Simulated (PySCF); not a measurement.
**Spinor energies of Mo (molybdenum, neutral)**

Start: [Kr] 4d4 5s1 5p1; 4d5/2 filled at m_j = -1/2, +1/2, +3/2, +5/2; 5s1/2 filled at m_j = +1/2; 5p3/2 filled at m_j = +3/2. Calculated with PySCF 2.14 in x2c-TZVPall-2c (8s9p7d1f, 77 functions): generalised Hartree-Fock with the X2C-1e Hamiltonian and a Gaussian nucleus; one run each with spin-orbit coupling (SO) switched off, then screened by Boettger's factors. This is a chosen level, not necessarily the ground level.

| spinor shell | electrons | ε, spin-free (eV) | ε, screened SO (eV) | weight of nominal j (screened SO) | rms radius, screened SO (bohr) |
| --- | --- | --- | --- | --- | --- |
| 1s1/2 | 2 | -20111.7 | -20110.7 | 1.000 | 0.0404 |
| 2s1/2 | 2 | -2919.8 | -2919.6 | 1.000 | 0.166 |
| 2p1/2 | 2 | -2604.2 | -2677.7 | 1.000 | 0.145 |
| 2p3/2 | 4 | -2604.2 | -2569.8 | 1.000 | 0.149 |
| 3s1/2 | 2 | -533.10 | -533.10 | 1.000 | 0.456 |
| 3p1/2 | 2 | -426.81 | -439.46 | 1.000 | 0.455 |
| 3p3/2 | 4 | -426.81 | -420.95 | 1.000 | 0.465 |
| 3d3/2 | 4 | -253.89 | -255.99 | 0.975 | 0.452 |
| 3d5/2 | 6 | -253.89 | -252.53 | 0.983 | 0.455 |
| 4s1/2 | 2 | -83.569 | -83.616 | 1.000 | 1.18 |
| 4p1/2 | 2 | -52.015 | -55.787 | 0.683 | 1.32 |
| 4p3/2 | 4 | -52.015 | -50.270 | 0.842 | 1.32 |
| 4d5/2 | 4 | -13.245 | -13.266 | 0.676 | 1.97 |
| 5s1/2 | 1 | -9.103 | -9.119 | 0.998 | 3.65 |
| 5p3/2 | 1 | -4.939 | -4.886 | 1.000 | 4.82 |

```tsv
quantity	spin-free	screened SO
E (hartree)	-4045.84468	-4046.31547
M_J	6	6
⟨J²⟩	42.018	42.018
⟨L²⟩	12.016	12.053
⟨S²⟩	12.002	11.990
```

Each row is a mean over spinors that exchange with the open shell spreads, by up to 8.416 eV (4p3/2).

Rows whose weight is well below 1 are mixtures of j = l ± 1/2: exchange outweighs spin-orbit coupling there, and the label is only the starting occupation.

Breit and QED terms are absent; they matter most for the inner s and p1/2 levels.

Densities and radii are taken from the X2C orbitals without a picture-change correction, which distorts them close to the nucleus.

Without spin-orbit coupling the j labels of p, d and f shells carry no meaning; the spin-free column gives the mean over the occupied spinors of each nl shell.
